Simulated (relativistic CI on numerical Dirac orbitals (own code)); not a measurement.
# Ta XXIII: sensitivity of the levels to the model

Base calculation: Dirac-Coulomb-Breit CI, orbitals from a KLI potential per configuration, a model potential for QED, unscaled Slater integrals.

CI space (outside the closed core [Ar] 3d10 4p6 4d10): 4s2 4f5, 4s2 4f4 5s, 4s2 4f3 5s2, 4s2 4f4 5p, 4s2 4f3 5s 5p, 4s2 4f3 5p2, 4s2 4f4 6s, 4s 4f6. Levels of other configurations are missing.

Variants: (1) one mean potential for all configurations; (2) non-relativistic limit. Shifts of the energy above 4s2 4f5 6H°_5/2, in cm⁻¹, for the lowest level and the first level of each name with at least 55 % of one term (blank where a level changes its place among those of its configuration and J or its character, or is not in the variant):

```tsv
Level	Base	Δ(1)	Δ(2)
4s2 4f5 6H°_5/2	0.0	0.0	0.0
4s2 4f5 6H°_7/2	7883.6	-273.4	-7883.6
4s2 4f5 6H°_9/2	15540.5	-466.0	-15540.5
4s2 4f5 6H°_11/2	22567.7	-576.1	-22567.7
4s2 4f5 6F°_3/2	22580.7	-62.3	-9575.2
4s2 4f5 6F°_1/2	22943.2	-157.1	-9937.7
4s2 4f5 6F°_5/2	23221.7	+54.4	-10216.3
4s2 4f5 6H°_13/2	28858.7	-617.2	-28858.6
4s2 4f5 6F°_7/2	29995.7	-216.0	-16990.2
4s2 4f5 6H°_15/2	33919.8	-532.3	-33919.8
4s2 4f5 6F°_9/2	37592.6	-396.8	-24587.1
4s2 4f5 6F°_11/2	45094.6	-510.0	-32089.1
4s2 4f5 4M°_15/2	48622.1	+289.9	
4s2 4f5 4F°_3/2	51168.7	+102.8	-5505.1
```

At this charge energies of transitions that change n are usually good to better than 1 %, and those within a shell (Δn = 0) to a few per cent. Terms inside the open d or f shell come out 10 to 20 % too wide with unscaled integrals.

Ionisation energy from the two ground configurations alone: base 631.519 eV. The NIST ASD value (theoretical) is 660 eV. The gap of more than 2 % comes from missing correlation, or from a tabulated value that is itself an estimate.

LS names give the leading component of a level, which can be under half, so a name can repeat, a term be missing and a line seem to break the LS rules.
